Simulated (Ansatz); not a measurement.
Ansatz (a program for electronic structure) input (RPA@PBE/cc-pV(T+d)Z):
A basis named .json is the Basis Set Exchange file of that set.

Ansatz 0.2 input:
```yaml
crystal:
  periodic: [false, false, false]
  atoms:
    - {symbol: N, position_ang: [-2.29183814, -0.48246685, -0.15866279]}
    - {symbol: Si, position_ang: [-0.97253613, 0.57819992, 0.11696032]}
    - {symbol: N, position_ang: [0.46672433, -0.32108785, 0.46254476]}
    - {symbol: Si, position_ang: [2.02120938, -0.24927810, -0.30148997]}
    - {symbol: H, position_ang: [-3.21733830, -0.24536924, 0.15935359]}
    - {symbol: H, position_ang: [-2.31370749, -1.12835819, -0.93153866]}
    - {symbol: H, position_ang: [-1.41359137, 1.42385798, 1.25168090]}
    - {symbol: H, position_ang: [-0.58656809, 1.44299759, -1.02368930]}
    - {symbol: H, position_ang: [0.35363024, -1.06230986, 1.14340811]}
    - {symbol: H, position_ang: [2.19810585, 1.11747511, -0.86191127]}
    - {symbol: H, position_ang: [3.07384054, -0.52831613, 0.71893803]}
basis:
  gaussian:
    orbitals: cc-pV_T+d_Z.json
hamiltonian:
  xc: pbe
magnetization: {spin_polarized: true, initial_magnetization: 1}
correlation: {method: rpa, electrons: outside_noble_gas}
```

End of the output:

```
integrals: 0.44 GiB planned
1362 factors; integrals over basis functions are off by at most 9.3e-4 eV
0.35 GiB of the device are held for the grids
1.30 GiB of device memory are held for the factors and their scratch space
mean field: 1.29 GiB planned
mean field evaluation 1: about -18823.0670 eV, gradient 6.7e1 eV
mean field evaluation 2: about -18823.0608 eV, gradient 6.7e1 eV
mean field evaluation 4: about -18837.1797 eV, gradient 2.1e1 eV
mean field evaluation 8: about -18839.9294 eV, gradient 2.7e-1 eV
mean field evaluation 16: about -18839.9276 eV, gradient 1.8e-4 eV
mean field evaluation 32: about -18813.4774 eV, gradient 4.9e1 eV
mean field -18839.92759140 eV, -692.3545688223 hartree, gradient 9.9e-6 eV, S^2 0.752080; 1 other end points of the search recorded, 0 dependent functions left out
12 core orbitals not correlated
reference -18800.71660960 eV, -690.9135918194 hartree; 13, 12 occupied and 211, 212 virtual orbitals, 1362 factors
Total energy: -18831.79021511 eV, -692.0555257595 hartree
```

It need not be the lowest isomer of its formula.
